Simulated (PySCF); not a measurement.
One molecule, many inputs

Molecule: `F[SiH2]SCC(F)F`, C2H5F3SSi; geometry GFN2-xTB.

Molfile (atoms numbered from 1):
```
C2H5F3SSi
     RDKit          3D

 12 11  0  0  0  0  0  0  0  0999 V2000
    3.3969    0.0742   -0.7204 F   0  0  0  0  0  0  0  0  0  0  0  0
    1.9822    0.2864   -0.0036 Si  0  0  0  0  0  4  0  0  0  0  0  0
    0.5901   -0.8046   -1.2317 S   0  0  0  0  0  0  0  0  0  0  0  0
   -0.9766    0.0010   -0.7711 C   0  0  0  0  0  0  0  0  0  0  0  0
   -1.4272   -0.4085    0.6166 C   0  0  0  0  0  0  0  0  0  0  0  0
   -0.6526    0.1735    1.5691 F   0  0  0  0  0  0  0  0  0  0  0  0
   -2.6879    0.0267    0.8488 F   0  0  0  0  0  0  0  0  0  0  0  0
    1.6694    1.6962   -0.1089 H   0  0  0  0  0  0  0  0  0  0  0  0
    2.1033   -0.3044    1.3097 H   0  0  0  0  0  0  0  0  0  0  0  0
   -1.7221   -0.3302   -1.4927 H   0  0  0  0  0  0  0  0  0  0  0  0
   -0.8718    1.0845   -0.8210 H   0  0  0  0  0  0  0  0  0  0  0  0
   -1.4026   -1.4957    0.7792 H   0  0  0  0  0  0  0  0  0  0  0  0
  1  2  1  0
  2  3  1  0
  3  4  1  0
  4  5  1  0
  5  6  1  0
  5  7  1  0
  2  8  1  0
  2  9  1  0
  4 10  1  0
  4 11  1  0
  5 12  1  0
M  END
```

All runs: PySCF, non-relativistic, gas phase unless a solvent (IEF-PCM) is named; grid level 2, GIAOs and SCF threshold 1e-9 unless changed. The yardstick, PBE0/pcSseg-1, gives these isotropic shieldings σ (ppm, equivalent atoms averaged): F6/F7 305.4, F1 370.4, Si2 336.0, S3 662.0, C5 62.4, C4 151.3, H10/H11 28.87.

**Question.** What do these inputs give? (1) HSE06/def2-SVP; grid level 0; max_cycle 67; (2) OPBE/aug-pcSseg-1; conv 0.001; max_cycle 90; (3) PBE0/6-31G*; aux def2-qzvpp-jkfit; level_shift 0.1; (4) PBE0/ANO-RCC-VDZP; guess atom; (5) PW91/def2-SVPD; max_cycle 57; mult 2; altered: mult 2

**Answer.** 
```tsv
run	outcome	functions	wall time	F6/F7	F1	Si2	S3	C5	C4	H10/H11
1	converged	131	15 s	326.8	372.8	395.2	713.1	76.9	162.9	29.19
2	converged	241	26 s	291.5	365.9	345.8	656.7	63.5	152.2	28.46
3	converged	116	15 s	325.7	373.5	382.1	693.1	78.7	164.1	29.64
4	converged	131	24 s	316.4	378.2	404.3	701.2	64.9	155.6	28.88
5	refused	–	0.04 s	–	–	–	–	–	–	–
```

Times are on 1 thread of an Arm Neoverse V1, shared host.

**Question.** Comment on the technical settings and failures.

**Answer.** 
- Run 1: The functional and orbital basis differ from the yardstick's, which in itself moves the values. Grid level 0 is coarse; it adds numerical noise and can break the equality of equivalent atoms. The cycle limit changes the path of the SCF (10 cycles), not the solution, provided the same state is reached.
- Run 2: The functional and orbital basis differ from the yardstick's, which in itself moves the values. A loose SCF threshold (0.001) leaves errors in the orbitals that response properties inherit. The cycle limit changes the path of the SCF (5 cycles), not the solution, provided the same state is reached.
- Run 3: The orbital basis differs from the yardstick's, which in itself moves the values. The level shift changes the path of the SCF (10 cycles), not the solution, provided the same state is reached. The other auxiliary basis adds little: it changes only the density-fitting error.
- Run 4: The orbital basis differs from the yardstick's, which in itself moves the values. The starting guess changes the path of the SCF (10 cycles), not the solution, provided the same state is reached.
- Run 5: The program stopped with: RuntimeError: Electron number 74 and spin 1 are not consistent
Note mol.spin = 2S = Nalpha - Nbeta, not 2S+1 Charge 0 and multiplicity 2 describe another species than the intended molecule, on its geometry.

Runs 1, 2, 5 were set up unsoundly or failed; their numbers aren't to be quoted as properties of the molecule.
